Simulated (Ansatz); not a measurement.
Total energies of Ba4⁺ from Ansatz at PBE/def2-TZVP, gas phase (1 Eh = 27.2114 eV = 2625.5 kJ/mol). The reference geometry is relaxed at PBE/def2-SVP.

```xyz
4

Ba   -1.7778   -1.6624    1.2545
Ba   -0.9719    2.4681   -0.7053
Ba    0.7124   -1.2499   -2.3303
Ba    2.0372    0.4441    1.7810
```

```csv
state,geometry,energy (Eh)
charge 1 doublet,reference,-101.81141
charge 0 singlet,reference,-101.95594
charge 1 quartet,relaxed at PBE/def2-SVP,-101.80752
```

In the def2 sets Ba takes a core potential; there is no spin–orbit coupling.

Q: Work out the vertical electron affinity, to the singlet.

A: E(charge 1 doublet) − E(charge 0 singlet) = -101.81141 − (-101.95594) = 0.14453 Eh = 3.93 eV.

Q: Which of the charge 1 states is lowest, and how far above it are the others?

A: The doublet, but by less than the method's error, so the order isn't settled. quartet: -101.80752 − (-101.81141) = 0.00389 Eh = 10.2 kJ/mol.

A triplet lies near this restricted singlet, and broken spin symmetry wasn't tried. At PBE/def2-TZVP the charge 1 quartet is spin-contaminated (final ⟨S²⟩ up to 3.93, 3.75 for a pure state). 

The structure comes from a short search, and lower isomers may exist.
